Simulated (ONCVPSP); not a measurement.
## Building the ONCV potential for erbium (Er) (PBEsol, scalar-relativistic).

erbium, optimised norm-conserving Vanderbilt (ONCV), made with ONCVPSP 4.0.1 (PBEsol, scalar-relativistic). Core [Kr] 4d10, reference 4f11 5s2 5p6 (charge +3). Waves: 5s: rc 2.10 bohr, ncon 4, nbas 7, qcut 4.5 1/bohr, 2 projectors, debl 2 Ha; 5p: rc 2.20 bohr, ncon 3, nbas 6, qcut 6.9 1/bohr, 2 projectors, debl 2.5 Ha; d scattering state at 0.05 Ha: rc 1.80 bohr, ncon 4, nbas 7, qcut 5.7 1/bohr, 3 projectors, debl 1.1 Ha; 4f: rc 1.05 bohr, ncon 4, nbas 9, qcut 14.3 1/bohr, 2 projectors, debl 0.8 Ha. Local part: polynomial inside 0.90 bohr (lpopt 5, dvloc0 0 Ha). Core correction: none.

In the s channel the program set the typed energies aside and used -3.015, 0.050 Ha. In the p channel the program set the typed energies aside and used -2.037, 0.050 Ha. In the f channel the program set the typed energies aside and used -1.304, 0.250 Ha.

All-electron outer shells of the reference configuration (PBEsol, scalar-relativistic, ld1.x):

| shell | level (eV) | outermost node (bohr) | outermost maximum (bohr) |
| --- | --- | --- | --- |
| 5p | -55.42 | 0.65 | 1.26 |
| 4f | -35.49 | – | 0.51 |

(1) Estimate the cutoffs (Ha) at which the residual kinetic energy of the hardest occupied pseudo-wave falls to 1 and 0.1 mHa per electron.

(2) What does a ghost test show?

(3) Which valence shell sets the plane-wave cutoff?

## Answers

(1) 99 Ha and 283 Ha.

(2) Ghosts flagged at negative energy: s at -173.1 eV; GHOST(+) flagged for p at 29.1 eV, d at 287.8 eV. A true bound ghost makes a file unfit for plane-wave use.

(3) 4f: 99 Ha for 1 mHa per electron, against 9 Ha for 5p.

Its largest configuration-test error is +48 meV (4f12 5s2 5p6). 3 of 4 tests not solved or not reliable.
